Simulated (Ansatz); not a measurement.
Input file for Ansatz (a first-principles code): U-r2SCAN/def2-TZVPPD on H (SMILES [H]). The basis file is the Basis Set Exchange's JSON of that set.

Ansatz 0.2 input:
```yaml
crystal:
  periodic: [false, false, false]
  atoms:
    - {symbol: H, position_ang: [0.00000000, 0.00000000, 0.00000000]}
basis:
  gaussian:
    orbitals: def2-TZVPPD.json
hamiltonian:
  xc: {name: r2SCAN}
magnetization: {spin_polarized: true, initial_magnetization: 1}
```

**Question.** Predict the final total energy.

**Answer.** -0.4999 hartree.
